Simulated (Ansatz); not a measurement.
Isomers of CH7NSi, B3LYP-D3(BJ)/def2-TZVP minima from an xTB search, which can miss the lowest.
Isomer 1, SMILES C[SiH2]N (charge 0, multiplicity 1):
```xyz
10

C     -1.3700    -0.1839     0.2787
Si     0.2805     0.6105    -0.0941
N      1.5115    -0.6017    -0.1054
H     -1.3538    -0.6836     1.2485
H     -2.1660     0.5640     0.2870
H     -1.6253    -0.9270    -0.4810
H      0.1438     1.3690    -1.3710
H      0.6699     1.5859     0.9536
H      2.4775    -0.3336     0.0009
H      1.4319    -1.3996    -0.7172
```
Isomer 2, SMILES CN[SiH3] (charge 0, multiplicity 1):
| atom | x (Å) | y (Å) | z (Å) |
|---|---|---|---|
| C | -1.3966 | 0.1454 | 0.0746 |
| N | -0.1744 | -0.5566 | -0.2898 |
| Si | 1.3999 | 0.0210 | 0.0900 |
| H | -1.6748 | 0.9383 | -0.6309 |
| H | -2.2346 | -0.5510 | 0.1509 |
| H | -1.2713 | 0.6076 | 1.0561 |
| H | -0.2757 | -1.1453 | -1.1019 |
| H | 2.3670 | -1.0157 | -0.3388 |
| H | 1.4819 | 0.2498 | 1.5532 |
| H | 1.7786 | 1.3066 | -0.5633 |

Cores are frozen in the correlated methods. MP2 and its Hartree–Fock in cc-pV(Q+d)Z are density fitted.

Run with Ansatz (a quantum-chemistry and plane-wave program) with Gaussian orbitals. Each number belongs to the level named beside it.

The energy of isomer 2 above isomer 1 is E(isomer 2) − E(isomer 1). Total energies (hartree):

```tsv
level	isomer 2	isomer 1
HF/cc-pV(T+d)Z	-385.3873770	-385.4166012
MP2/cc-pV(T+d)Z	-385.9114472	-385.9447395
HF/cc-pV(Q+d)Z	-385.3983745	-385.4276951
MP2/cc-pV(Q+d)Z	-385.9577979	-385.9918796
CCSD(T)/cc-pV(T+d)Z	-385.9730319	-386.0048024
```

### Question
Work out the energy of isomer 2 above isomer 1 at the basis-set limit: extrapolate the MP2 correlation part as X⁻³, take Hartree–Fock from the larger set, and add the CCSD(T) − MP2 difference of cc-pV(T+d)Z.

### Answer

1. Differences (1 hartree = 627.509 kcal/mol): HF/cc-pV(T+d)Z 18.338; MP2/cc-pV(T+d)Z 20.891; HF/cc-pV(Q+d)Z 18.399; MP2/cc-pV(Q+d)Z 21.387; CCSD(T)/cc-pV(T+d)Z 19.936.
2. Correlation parts, MP2 less HF: 2.553 in cc-pV(T+d)Z (X = 3), 2.988 in cc-pV(Q+d)Z (X = 4).
3. Limit (4³·(2.988) − 3³·(2.553))/(4³ − 3³) = 3.305; with HF/cc-pV(Q+d)Z it gives 21.704.
4. CCSD(T) less MP2 in cc-pV(T+d)Z: -0.955.
Result: 20.75 kcal/mol, against 20.89 at MP2/cc-pV(T+d)Z. It is an estimate of this method's limit, not of the exact value.
